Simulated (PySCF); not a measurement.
Xe⁺: excitation energy

Xe⁺ [Kr] 4d10 5s2 5p5 (2P) → Xe⁺ [Kr] 4d10 5s1 5p6 (2S), as a difference of total energies. Computed with PySCF 2.14 in ANO-RCC-VTZP (7s6p4d2f1g, 68 functions), with scalar relativity by spin-free X2C-1e. Correlated levels: valence: [Kr] 4d10 frozen; valence and next inner shell: [Ar] 3d10 frozen. The calculations carry no spin-orbit coupling.

```
                                method  excitation energy (eV)
                                   UHF                  14.890
                                   LDA                  12.076
                                   PBE                  12.090
                                  PBE0                  12.799
                                r2SCAN                  12.548
                               wB97X-V                  13.090
                         MP2 (valence)                  12.924
                     SCS-MP2 (valence)                  12.701
    MP2 (valence and next inner shell)                  12.325
SCS-MP2 (valence and next inner shell)                  12.198
```

Q: Estimate what CAM-B3LYP gives.

A: 13.020 eV, closest to wB97X-V among the rows shown.

Q: Estimate what B3LYP gives.

A: 12.645 eV, closest to SCS-MP2 (valence) among the rows shown.

Errors of the correlated levels include the incompleteness of this basis and the frozen core.

Every method misses the reference by a wide margin, which points to the basis or the choice of state and not to the methods.

For comparison: 10.831 eV (measured; NIST levels, between the centres of gravity of the two terms).
